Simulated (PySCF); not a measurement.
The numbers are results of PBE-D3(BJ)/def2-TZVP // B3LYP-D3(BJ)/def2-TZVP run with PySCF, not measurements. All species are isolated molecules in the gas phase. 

Reference species (SMILES): `C=C(C)C#C` (neutral, multiplicity 1).

- HOMO = -5.96 eV
- HOMO–LUMO gap = 4.27 eV

Changed species: `C=C1CC1=C`.

Question: What does the change do to the HOMO and HOMO–LUMO gap?

Answer: the HOMO drops by 0.04 eV, to -6.00 eV; the HOMO–LUMO gap falls by 0.44 eV, to 3.83 eV.
